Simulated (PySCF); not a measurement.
A calculated (LC-wPBE, PySCF 2.14, x2c-TZVPPall with one added diffuse shell each of s, p, d, f type, scalar relativity by spin-free X2C-1e) atom or ion has these occupied shells.

```
shell  electrons  orbital energy (eV)  rms radius, mean of both spins (bohr)
   1s          2             -15938.4                                 0.0450
   2s          2              -2176.6                                  0.187
   2p          6              -1936.5                                  0.166
   3s          2              -353.92                                  0.527
   3p          6              -276.33                                  0.538
   3d         10              -148.03                                  0.550
   4s          2              -60.892                                   1.45
   4p          6              -41.463                                   1.66
```

(1) Name the element and its charge.

Results:

(1) Sr²⁺ (strontium, charge +2), in [Kr], closed-shell 1S.
